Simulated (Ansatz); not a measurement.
The same path of ClF$_{4}$HZr (7 atoms, charge 0, multiplicity 1) was run twice with different band settings. Lost on the way: H6–F7. Made: Cl2–H6.

All numbers below come from RKS BHLYP-D4/def2-SVP (Ansatz 0.2.0).

Relaxed end points:

```xyz
7
Properties=species:S:1:pos:R:3
Zr -0.525 -0.360 -0.207
Cl 1.690 -1.239 0.139
F -1.441 -1.907 -0.774
F -1.483 0.127 1.348
F -0.750 0.800 -1.683
H 1.675 1.104 0.650
F 0.833 1.477 0.527
```

```xyz
7
Properties=species:S:1:pos:R:3
Zr -0.703 0.122 -0.352
Cl 1.632 -0.960 1.231
F -0.482 -1.559 -1.204
F -1.496 0.017 1.369
F -2.021 0.983 -1.398
H 2.280 0.081 0.848
F 0.789 1.315 -0.494
```

Common settings: movable images 5; climbing image yes; spring 5.0 eV/Å²; start path through a guess of the saddle point; force threshold 0.05 eV/Å; iteration limit 60; end points relaxed.

| run | optimiser | largest step |
| --- | --- | --- |
| 1 | quadratic models (default) | default |
| 2 | fire | 0.02 Å |

Question: What does each run give, and how far can it be trusted?

Answer: Run 1: converged after 10 iterations, highest image 0.478 eV above the first end. A vibrational analysis at the climbing image gives one clearly imaginary mode, 705i cm⁻¹: a first-order saddle point.
Run 2: converged after 60 iterations, highest image 0.477 eV above the first end. Another band between the same ends (5 images) ends at a top of the same energy, where a vibrational analysis finds 1 clearly imaginary mode.
The orbitals stay closed-shell, which can raise the energy where a bond breaks towards radicals; this wasn't checked here.
